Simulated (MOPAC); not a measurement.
MOPAC input (PM7):

```
PM7 PRECISE GNORM=0.05 LET XYZ GEO-OK AUX(PRECISION=9) THREADS=1
C3H10BN

C     1.60886800 1   -1.15479900 1    0.59394900 1
N     0.98049800 1   -0.06112400 1   -0.12367800 1
B    -0.37323600 1    0.29639500 1   -0.17186800 1
C    -0.79036800 1    1.56391800 1   -1.02031600 1
C    -1.47096700 1   -0.52584500 1    0.62121100 1
H     2.33145000 1   -0.78879500 1    1.32927200 1
H     2.13308700 1   -1.83342600 1   -0.08536500 1
H     0.85428700 1   -1.72873000 1    1.12655100 1
H     1.63654400 1    0.50917200 1   -0.63591700 1
H    -1.34872400 1    2.27609200 1   -0.40372700 1
H     0.04808900 1    2.10131200 1   -1.47180000 1
H    -1.47233100 1    1.27516500 1   -1.82727900 1
H    -1.30240800 1   -1.60536800 1    0.62481000 1
H    -2.47397600 1   -0.34841600 1    0.22821600 1
H    -1.48852300 1   -0.21075500 1    1.67126600 1
```

From the output:

```
                                                       MOPAC v23.2.5 Linux

          FINAL HEAT OF FORMATION =        -47.31891 KCAL/MOL =    -197.98233 KJ/MOL

          COSMO AREA              =        129.64 SQUARE ANGSTROMS
          COSMO VOLUME            =        117.32 CUBIC ANGSTROMS

          GRADIENT NORM           =          0.03210          =       0.00829 PER ATOM
          IONIZATION POTENTIAL    =          9.901004 EV
          HOMO LUMO ENERGIES (EV) =         -9.901  0.490
          NO. OF FILLED LEVELS    =         15
          MOLECULAR WEIGHT        =         70.9287         POINT GROUP:  Cs

          MOLECULAR DIMENSIONS (Angstroms)

            Atom       Atom       Distance
            H    12    H     6     5.37827
            H    11    H    13     4.11688
            H    15    H     7     3.26848

          SCF CALCULATIONS        =         89

   ATOM   CHEMICAL          X               Y               Z
  NUMBER   SYMBOL      (ANGSTROMS)     (ANGSTROMS)     (ANGSTROMS)

     1       C          1.59537594  *  -1.13694845  *   0.62700453  *
     2       N          1.01654811  *  -0.02548318  *  -0.12361399  *
     3       B         -0.31632595  *   0.28563109  *  -0.16699784  *
     4       C         -0.83117784  *   1.54537115  *  -1.03969405  *
     5       C         -1.47895245  *  -0.52406364  *   0.60895620  *
     6       H          2.35834757  *  -0.77805528  *   1.34146518  *
     7       H          2.07318031  *  -1.86690320  *  -0.05190279  *
     8       H          0.83301970  *  -1.68430197  *   1.21121396  *
     9       H          1.70906304  *   0.50773679  *  -0.62616602  *
    10       H         -1.34928867  *   2.25041508  *  -0.38466957  *
    11       H         -0.01825564  *   2.06919554  *  -1.54107647  *
    12       H         -1.53948233  *   1.19554942  *  -1.79502347  *
    13       H         -1.48168862  *  -1.57000589  *   0.29628871  *
    14       H         -2.46265873  *  -0.10167364  *   0.39806406  *
    15       H         -1.31048771  *  -0.47706423  *   1.68673409  *

                             CARTESIAN COORDINATES

   1    C        1.595375942    -1.136948449     0.627004527
   2    N        1.016548115    -0.025483184    -0.123613989
   3    B       -0.316325954     0.285631090    -0.166997842
   4    C       -0.831177840     1.545371151    -1.039694055
   5    C       -1.478952445    -0.524063640     0.608956201
   6    H        2.358347569    -0.778055276     1.341465177
   7    H        2.073180311    -1.866903197    -0.051902789
   8    H        0.833019696    -1.684301966     1.211213964
   9    H        1.709063038     0.507736794    -0.626166022
  10    H       -1.349288668     2.250415079    -0.384669575
  11    H       -0.018255640     2.069195537    -1.541076470
  12    H       -1.539482331     1.195549420    -1.795023470
  13    H       -1.481688618    -1.570005889     0.296288713
  14    H       -2.462658733    -0.101673639     0.398064056
  15    H       -1.310487706    -0.477064233     1.686734091

           Empirical Formula: C3 H10 N B  =    15 atoms

      MOLECULAR POINT GROUP   :   Cs

                  EIGENVALUES
 -35.39732 -24.52141 -24.30993 -22.89543 -17.58756 -15.89371 -15.18103 -13.67066
 -13.61243 -13.10163 -12.81569 -12.68815 -11.44057 -10.36998  -9.90100   0.49018
   2.47234   2.86427   4.21548   5.10028   5.13100   5.85204   6.33118   6.42919
   6.44010   6.47788   6.50742   7.05427   7.65806   7.71268

              NET ATOMIC CHARGES AND DIPOLE CONTRIBUTIONS

  ATOM NO.   TYPE          CHARGE      No. of ELECS.   s-Pop       p-Pop
    1          C          -0.281139        4.2811     1.06006     3.22108
    2          N          -0.347819        5.3478     1.52050     3.82732
    3          B           0.066890        2.9331     0.65788     2.27523
    4          C          -0.499159        4.4992     1.05432     3.44484
    5          C          -0.502039        4.5020     1.05337     3.44867
    6          H           0.141639        0.8584     0.85836
    7          H           0.142354        0.8576     0.85765
    8          H           0.163233        0.8368     0.83677
    9          H           0.266648        0.7334     0.73335
   10          H           0.148919        0.8511     0.85108
   11          H           0.127814        0.8722     0.87219
   12          H           0.148880        0.8511     0.85112
   13          H           0.139354        0.8606     0.86065
   14          H           0.144372        0.8556     0.85563
   15          H           0.140054        0.8599     0.85995
 DIPOLE           X         Y         Z       TOTAL
 POINT-CHG.     1.811    -0.955     0.459     2.098
 HYBRID         0.432     0.080    -0.122     0.456
 SUM            2.243    -0.875     0.337     2.431

          ATOMIC ORBITAL ELECTRON POPULATIONS

     Atom    s        px        py        pz
    1  C   1.06006   1.12842   1.00240   1.09026
    2  N   1.52050   1.20209   1.25117   1.37406
    3  B   0.65788   0.76438   0.81125   0.69961
    4  C   1.05432   1.16104   1.13697   1.14683
    5  C   1.05337   1.15273   1.14950   1.14644
    6  H   0.85836
    7  H   0.85765
    8  H   0.83677
    9  H   0.73335
   10  H   0.85108
   11  H   0.87219
   12  H   0.85112
   13  H   0.86065
   14  H   0.85563
   15  H   0.85995

 **********************
 *                    *
 * JOB ENDED NORMALLY *
 *                    *
 **********************

 == MOPAC DONE ==
```

The geometry given is a B3LYP-D3(BJ)/def2-TZVP minimum.
